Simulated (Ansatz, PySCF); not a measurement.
Molecule: C3H2 (charge 0, singlet). 
Structure (B3LYP-D3(BJ)/def2-TZVP (Ansatz, a quantum-chemistry and plane-wave program) minimum search):
SMILES: [C][C][CH2]
```xyz
5

C     -0.0184    -0.0120    -1.1190
C      0.0033     0.0022     0.2011
H      0.8505     0.2726    -1.7068
H     -0.9061    -0.3089    -1.6717
C      0.0244     0.0159     1.4810
```

Wanted: atomisation energy (electronic, to ground-state atoms), in kcal/mol. Cores are frozen in the correlated levels unless marked. UHF or UKS for open shells. Spin-orbit coupling is left out. Non-relativistic. The coupled-cluster limit lacks core correlation, which all-electron functionals hold. CBS marks a two-point X^-3 extrapolation of the correlation energy; Hartree-Fock from the larger set.

| level | program | atomisation energy (kcal/mol) | minus last row | rough core time |
|---|---|---|---|---|
| BP86/def2-TZVPD | PySCF | 521.7 | 24.1 | - |
| r2SCAN/def2-TZVPD | Ansatz | 500.7 | 3.1 | under 20 s |
| B97M-V/def2-TZVPD | Ansatz | 504.4 | 6.8 | under 20 s |
| B3LYP/def2-TZVPD | Ansatz | 500.5 | 2.9 | under 20 s |
| PBE0-D4/def2-TZVP | Ansatz + dftd4 | 505.1 | 7.5 | under 20 s |
| PBE0/def2-QZVPP | Ansatz | 504.3 | 6.7 | under 20 s |
| TPSSh/def2-TZVPD | PySCF | 499.6 | 2.0 | - |
| PW6B95-D3(BJ)/def2-TZVPD | PySCF + dftd3 | 503.5 | 5.9 | - |
| MN15-D3(BJ)/def2-TZVPD | PySCF + dftd3 | 501.2 | 3.6 | - |
| CAM-B3LYP-D4/def2-TZVPD | Ansatz + dftd4 | 500.0 | 2.4 | under 20 s |
| RI-MP2/cc-pVQZ | Ansatz | 502.0 | 4.4 | under 20 s |
| RI-MP2/CBS(aug-cc-pVTZ,aug-cc-pVQZ) | Ansatz | 507.8 | 10.2 | under 20 s |
| CCSD(T)/cc-pVQZ | Ansatz | 492.3 | -5.3 | under 20 s |
| CCSD(T) with core electrons/cc-pwCVTZ | Ansatz | 487.9 | -9.7 | under 20 s |
| CCSD(T)/CBS(cc-pVTZ,cc-pVQZ) | Ansatz | 497.6 | 0.0 | 21 s |

Core times are rough, on shared machines, summed over the molecules involved; a dash marks a level read off another run, or run on other hardware, by another program or under a memory cap.

The Hartree-Fock reference is unstable (checked in the largest basis), which strains HF and MP2.
